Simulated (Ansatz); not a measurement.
A run of Ansatz (development build ahead of 0.2.0) on quartet ZnSiN at this shape:

```yaml
atoms:
  - { symbol: Zn, position_ang: [0.0000, 0.0000, 0.0000] }
  - { symbol: N, position_ang: [0.0000, 1.7756, 0.0000] }
  - { symbol: Si, position_ang: [0.0000, -2.1436, 0.0000] }
```

Its results:

| Property | Result |
| --- | --- |
| Converged | yes |
| Total energy | -2123.00207 hartree |
| Spin squared of the determinant | 3.750 |
| Stability test | minimum among restricted orbitals |

Q: Which input gives this output? Name the method, the orbitals and the basis set, and write the input.

A: PBE (restricted open-shell) in pcseg-2.

```yaml
crystal:
  periodic: [false, false, false]
  atoms:
    - { symbol: Zn, position_ang: [0.0, 0.0, 0.0] }
    - { symbol: "N", position_ang: [0.0, 1.7756, 0.0] }
    - { symbol: Si, position_ang: [0.0, -2.1436, 0.0] }
basis:
  gaussian: { orbitals: pcseg-2 }
magnetization:
  initial_magnetization: 3
hamiltonian:
  xc: pbe
```

Caution: other spin multiplicities may lie lower.
